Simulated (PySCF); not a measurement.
C₅H₁₀O.

```xyz
16

C     -1.1005    -1.5891     0.0000
C     -0.1487    -0.4111     0.0000
C     -0.8625     0.9275     0.0000
O      0.0762     1.9825     0.0000
C      1.1500    -0.5258    -0.7560
C      1.1500    -0.5258     0.7560
H     -1.7508    -1.5786    -0.8917
H     -1.7508    -1.5786     0.8917
H     -0.5503    -2.5422     0.0000
H     -1.5219     0.9754    -0.8926
H     -1.5219     0.9754     0.8926
H     -0.4026     2.8191     0.0000
H      1.5242     0.3729    -1.2515
H      1.3553    -1.4652    -1.2781
H      1.3553    -1.4652     1.2781
H      1.5242     0.3729     1.2515
```
Charge 0, spin multiplicity 1.

Coordinates come from a B3LYP-D3(BJ)/def2-SVP optimisation. The values are those of a single conformer.

Method: HF/pcSseg-1 (PySCF). Non-relativistic, no solvent.

Computed absolute GIAO shielding of each atom: isotropic value and principal components (ppm):
```json
[
 {"atom": "C1", "σ(iso)": "169.0", "σ11": "151.1", "σ22": "162.6", "σ33": "193.3", "span": "42.2"},
 {"atom": "C2", "σ(iso)": "181.4", "σ11": "155.6", "σ22": "163.6", "σ33": "224.9", "span": "69.2"},
 {"atom": "C3", "σ(iso)": "130.8", "σ11": "112.1", "σ22": "119.7", "σ33": "160.6", "span": "48.5"},
 {"atom": "O4", "σ(iso)": "326.4", "σ11": "284.1", "σ22": "292.1", "σ33": "403.0", "span": "118.9"},
 {"atom": "C5", "σ(iso)": "184.3", "σ11": "160.3", "σ22": "180.3", "σ33": "212.2", "span": "51.9"},
 {"atom": "C6", "σ(iso)": "184.3", "σ11": "160.3", "σ22": "180.3", "σ33": "212.2", "span": "51.9"},
 {"atom": "H7", "σ(iso)": "30.4", "σ11": "25.8", "σ22": "27.6", "σ33": "38.0", "span": "12.2"},
 {"atom": "H8", "σ(iso)": "30.4", "σ11": "25.8", "σ22": "27.6", "σ33": "38.0", "span": "12.2"},
 {"atom": "H9", "σ(iso)": "31.2", "σ11": "25.9", "σ22": "28.9", "σ33": "38.8", "span": "12.8"},
 {"atom": "H10", "σ(iso)": "28.3", "σ11": "23.4", "σ22": "28.4", "σ33": "33.2", "span": "9.9"},
 {"atom": "H11", "σ(iso)": "28.3", "σ11": "23.4", "σ22": "28.4", "σ33": "33.2", "span": "9.9"},
 {"atom": "H12", "σ(iso)": "31.2", "σ11": "20.4", "σ22": "26.1", "σ33": "47.1", "span": "26.7"},
 {"atom": "H13", "σ(iso)": "30.8", "σ11": "23.8", "σ22": "28.8", "σ33": "39.8", "span": "16.0"},
 {"atom": "H14", "σ(iso)": "31.6", "σ11": "25.4", "σ22": "28.0", "σ33": "41.5", "span": "16.1"},
 {"atom": "H15", "σ(iso)": "31.6", "σ11": "25.4", "σ22": "28.0", "σ33": "41.5", "span": "16.1"},
 {"atom": "H16", "σ(iso)": "30.8", "σ11": "23.8", "σ22": "28.8", "σ33": "39.8", "span": "16.0"}
]
```
